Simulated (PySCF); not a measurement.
Input of a run (PBE0-D3(BJ)/def2-SVP geometry optimisation, gas phase, def2 core potentials past Kr (PySCF 2.14.0)), started from GFN2-xTB:
```
{"job": {"xc": "PBE0", "basis": "def2-SVP", "d3": "d3bj", "grid": 1, "maxiter": 30, "shake": 0.01, "kind": "geom"}, "charge": 0, "multiplicity": 1}
O     -2.245050     0.478920     0.130240
C     -1.261890    -0.133660     0.239560
C      0.046450     0.356490    -0.175290
I      0.123140     2.288480    -0.992160
C      1.199410    -0.334890    -0.054580
F      1.218650    -1.547970     0.472420
H     -1.224560    -1.148980     0.670960
H      2.198990     0.022480    -0.343620
```

Output (energies in Eh, forces in Eh/bohr):
```
step   0  E = -587.72660172  max force = 0.069776
step   1  E = -587.72928118  max force = 0.014047
step   2  E = -587.72952446  max force = 0.007831
step   3  E = -587.72979830  max force = 0.008179
step   4  E = -587.73010027  max force = 0.003863
step   5  E = -587.73022833  max force = 0.001443
step   6  E = -587.73021629  max force = 0.001492
step   7  E = -587.73024349  max force = 0.000544
step   8  E = -587.73024372  max force = 0.000624
step   9  E = -587.73024603  max force = 0.000083
optimisation converged
```

Problem. Summarise the run.

Solution. The energy falls by 2.3 kcal/mol over 10 energy and gradient evaluations, the largest force component goes from 0.0698 to 8.3e-05 Eh/bohr, and the atoms move by 0.025 Å rms after alignment. The bond that changes most is O1=C2 (aldehyde oxygen to aldehyde carbon), which lengthens by 0.039 Å. Bonds longer at the end by more than 0.005 Å: 3 of 7; shorter: 3. Among the angles that change most is C2–C3–C5, from 124.7° to 122.4°. The energy rose by more than 1e-6 Eh at step 6. The first step brought 74 % of the lowering.

Problem. What are the final bond lengths?

Solution. O1=C2 1.202 Å, C2–C3 1.477 Å, C3–I4 2.088 Å, C3=C5 1.343 Å, C5–F6 1.321 Å, C2–H7 1.116 Å, C5–H8 1.094 Å. Numbering counts from 1 in the input's order; the species is `O=C/C(I)=C\F`.

The run used 106 basis functions and 74 SCF cycles in all. Hardware: one thread of an Arm Neoverse V2, shared host. Cost: 46 s, 0.45 GiB resident at most.

Not checked by PBE0-D3(BJ)/def2-SVP frequencies. One conformer, not necessarily the lowest.

Conformer computed: `[O:1]=[CH:2]/[C:3]([I:4])=[CH:5]\[F:6]`: O1–C2–C3–I4 0°.
